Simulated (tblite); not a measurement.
C7H11OP.
Structure used (GFN2-xTB), in Å, numbered top down from 1:
```
atom  x, y, z in Å
C1    -3.1849   -0.2453    0.8516
C2    -1.8976   -0.4365    0.6235
P3    -1.0481    0.6285   -0.5721
O4    -1.8890    1.6589   -1.1899
C5    -0.1450   -0.5368   -1.6856
C6     1.1206   -0.8063   -0.9359
C7     1.4499    0.0322    0.0394
C8     2.6722   -0.0626    0.8907
C9     0.4998    1.1720    0.2759
H10   -3.7044    0.5435    0.3301
H11   -3.7584   -0.8433    1.5421
H12   -1.3196   -1.2097    1.1082
H13   -0.7148   -1.4432   -1.8994
H14    0.0424   -0.0257   -2.6357
H15    1.7279   -1.6553   -1.2103
H16    2.3955   -0.1928    1.9369
H17    3.2549    0.8551    0.8163
H18    3.2948   -0.8999    0.5865
H19    0.8443    2.0898   -0.2116
H20    0.3547    1.3880    1.3361
```

Method: GFN2-xTB as coded in tblite; computed harmonic values from a numerical Hessian at the method's own geometry, unscaled. The method is semi-empirical: single wavenumbers can be off by several per cent or more. One conformer, not necessarily the lowest.

Harmonic wavenumbers (cm⁻¹): 48.7, 76.8, 131.6, 168.8, 180.6, 244.5, 264.5, 266.9, 345.8, 362.3, 420.4, 484.9, 542.9, 583.5, 658.0, 749.6, 767.9, 777.5, 789.4, 856.3, 887.8, 909.5, 973.3, 982.8, 1001.5, 1014.5, 1050.9, 1056.9, 1088.2, 1137.7, 1187.8, 1223.9, 1225.2, 1279.7, 1296.5, 1378.3, 1402.8, 1421.9, 1425.4, 1475.6, 1481.1, 1663.5, 1721.6, 2919.7, 2924.2, 2962.6, 2966.0, 2998.5, 3014.8, 3047.6, 3061.2, 3081.0, 3087.0, 3111.4.

A = 2479, B = 977.6, C = 917.3 MHz; mass 142.055 u (most abundant isotopes); point group C1, symmetry number 1.

Zero-point energy?

Half the sum of the wavenumbers: 35091 cm⁻¹ = 100.33 kcal/mol.

Entropy at 400 K, 1 bar (ideal gas, RRHO, classical rotation)?

Translation 42.25, rotation 30.24, vibration 40.24: S = 112.7 cal/(mol K).

And Cp and H(400 K) − H(0)?

Cp = 51.29 cal/(mol K), of which vibrations give 43.34 (their classical limit is 54 R = 107.3); H(400 K) − H(0) = 11.79 kcal/mol without the zero-point energy, 8.61 from vibrations.

What must be added to the electronic energy to get the Gibbs energy at 400 K and 1 bar?

ZPE + [H(400 K) − H(0)] − T·S = 100.33 + 11.79 − 45.09 = 67.03 kcal/mol.

Blend soft modes into free rotors: weight 1/[1 + (100 cm⁻¹/ν̃)⁴] for the oscillator and the rest for a rotor with moment μB/(μ + B), μ = h/(8π²ν), B = 10⁻⁴⁴ kg m². What vibrational entropy results?

37.68 cal/(mol K) in place of 40.24, which changes −T·S at 400 K by +1.03 kcal/mol.

Which modes carry the vibrational entropy at 400 K?

48.7 cm⁻¹: 5.45; 76.8 cm⁻¹: 4.55; 131.6 cm⁻¹: 3.49; 168.8 cm⁻¹: 3.01; 180.6 cm⁻¹: 2.88; 244.5 cm⁻¹: 2.31 cal/(mol K); the other 48 give 18.56 together.

How do the functions run with temperature in this model?

```tsv
T (K)	S (cal/(mol K))	Cp (cal/(mol K))	H − H(0) (kcal/mol)	G − H(0) (kcal/mol)	ln q(vib)
100	69.2	18.7	1.27	-5.65	1.51
200	85.5	29.5	3.68	-13.42	4.06
300	99.6	40.6	7.18	-22.68	6.72
500	125.2	60.3	17.38	-45.20	12.13
800	157.9	78.9	38.52	-87.84	20.00
1000	176.5	86.9	55.13	-121.32	24.91
```

q(vib) and H(0) count from the zero-point level.

Hindered rotation and anharmonicity are outside this model. Other conformers, if any are populated, would add a mixing term that is left out. The structure is chiral; the term R ln 2 for an equal mix with its mirror image is left out.
